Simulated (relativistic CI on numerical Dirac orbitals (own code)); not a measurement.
Nd3+: 5p photoemission

Computed with this model: Dirac-Coulomb-Breit CI, orbitals from a KLI potential per configuration, a model potential for QED, valence Slater integrals scaled by 0.7, multiplet model of photoemission in the sudden approximation; configurations [Xe] 4f3 → [Kr] 4d10 4f3 5s2 5p5; 300 K; Lorentzian 0.6 eV and Gaussian 0.5 eV FWHM. Energies are those of the free ion, without screening or charge transfer. The energies are binding energies and can lie tens of eV above those of solids. S is read from ⟨S²⟩ = S(S + 1).

Computed curve for free ion, scaled to 100 at the maximum (points under 2 are left out and the grid is thinned):

```json
{"Energy (eV)": "48.6", "Intensity": "2.1"}
{"Energy (eV)": "48.9", "Intensity": "2.5"}
{"Energy (eV)": "49.1", "Intensity": "2.9"}
{"Energy (eV)": "49.4", "Intensity": "3.8"}
{"Energy (eV)": "49.6", "Intensity": "4.6"}
{"Energy (eV)": "49.9", "Intensity": "6.4"}
{"Energy (eV)": "50.2", "Intensity": "9.9"}
{"Energy (eV)": "50.4", "Intensity": "14.4"}
{"Energy (eV)": "50.7", "Intensity": "28.2"}
{"Energy (eV)": "50.9", "Intensity": "43.5"}
{"Energy (eV)": "51.2", "Intensity": "64.9"}
{"Energy (eV)": "51.4", "Intensity": "72.4"}
{"Energy (eV)": "51.7", "Intensity": "86.3"}
{"Energy (eV)": "52.0", "Intensity": "100.0"}
{"Energy (eV)": "52.2", "Intensity": "90.6"}
{"Energy (eV)": "52.5", "Intensity": "56.8"}
{"Energy (eV)": "52.7", "Intensity": "38.3"}
{"Energy (eV)": "53.0", "Intensity": "23.6"}
{"Energy (eV)": "53.3", "Intensity": "18.3"}
{"Energy (eV)": "53.5", "Intensity": "16.7"}
{"Energy (eV)": "53.8", "Intensity": "14.2"}
{"Energy (eV)": "54.0", "Intensity": "12.6"}
{"Energy (eV)": "54.3", "Intensity": "11.6"}
{"Energy (eV)": "54.6", "Intensity": "13.1"}
{"Energy (eV)": "54.8", "Intensity": "16.4"}
{"Energy (eV)": "55.1", "Intensity": "27.2"}
{"Energy (eV)": "55.3", "Intensity": "37.2"}
{"Energy (eV)": "55.6", "Intensity": "43.2"}
{"Energy (eV)": "55.9", "Intensity": "34.9"}
{"Energy (eV)": "56.1", "Intensity": "31.6"}
{"Energy (eV)": "56.4", "Intensity": "32.8"}
{"Energy (eV)": "56.6", "Intensity": "30.9"}
{"Energy (eV)": "56.9", "Intensity": "20.9"}
{"Energy (eV)": "57.1", "Intensity": "15.1"}
{"Energy (eV)": "57.4", "Intensity": "10.4"}
{"Energy (eV)": "57.7", "Intensity": "7.1"}
{"Energy (eV)": "57.9", "Intensity": "5.2"}
{"Energy (eV)": "58.2", "Intensity": "3.4"}
{"Energy (eV)": "58.4", "Intensity": "2.7"}
{"Energy (eV)": "58.7", "Intensity": "2.0"}
```

The ground state has S = 1.47, and the centroid lies at 53.20 eV.
